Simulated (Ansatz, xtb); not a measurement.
## C3H8AlClO: where a starting geometry ends

The starting geometry of this gas-phase singlet was built from a drawn formula by distance geometry and a force field; its bonds are those of `CO[CH2][AlH][CH2]Cl`.

```xyz
14

C     1.4084   -0.6196    1.1517
C    -0.4479   -1.2713   -0.0758
C    -3.6680   -1.2281    1.1685
Al   -2.2635   -2.0692    0.0400
Cl   -3.0638   -1.1140    2.8109
O     0.1118   -1.1882    1.1615
H     1.2981    0.4654    0.7266
H     2.0612   -1.2321    0.4691
H     1.7917   -0.5719    2.0967
H     0.1403   -1.9038   -0.7608
H    -0.5879   -0.2532   -0.5619
H    -2.5937   -3.4471   -0.7480
H    -3.8776   -0.2132    0.7914
H    -4.5873   -1.8414    1.1314
```

Problem. Predict what it relaxes into with r2SCAN-D4/def2-SVP.

Solution. A new bond forms, giving a structure with Cl5 bridging C3 and Al4, given below by its coordinates. Contacts that close: Al4–Cl5 (3.04 → 2.46 Å).

The energy falls by 0.71 eV over 23 steps:

```
step  E − E(last) (eV)
   1             0.714
   3             0.348
   6             0.150
   8             0.096
  11             0.067
  13             0.037
  16             0.006
  18             0.002
  21             0.000
  23             0.000
```

Final geometry (Å):

```yaml
atoms:
  - { symbol: C, position_ang: [1.1152, -0.2369, 1.0611] }
  - { symbol: C, position_ang: [-0.4400, -1.5383, -0.1345] }
  - { symbol: C, position_ang: [-3.4229, -1.1142, 1.2783] }
  - { symbol: Al, position_ang: [-2.3602, -2.0052, -0.1128] }
  - { symbol: Cl, position_ang: [-2.9279, -2.7147, 2.1724] }
  - { symbol: O, position_ang: [-0.2259, -0.6199, 0.9285] }
  - { symbol: H, position_ang: [1.4941, 0.2609, 0.1434] }
  - { symbol: H, position_ang: [1.7732, -1.1067, 1.2691] }
  - { symbol: H, position_ang: [1.1871, 0.4697, 1.9020] }
  - { symbol: H, position_ang: [0.2058, -2.4398, -0.0138] }
  - { symbol: H, position_ang: [-0.1228, -1.0961, -1.1090] }
  - { symbol: H, position_ang: [-3.0606, -2.9437, -1.1822] }
  - { symbol: H, position_ang: [-2.9738, -0.3117, 1.8779] }
  - { symbol: H, position_ang: [-4.5193, -1.0911, 1.3211] }
```

From the same start GFN2-xTB ends elsewhere, differing in Al4–O6 (1.85 against 2.75 Å here).

No frequencies were run, so the end isn't proven a minimum. Run with Ansatz 0.2.0, 92 s on 2 threads of Arm Neoverse V1, on a shared host.
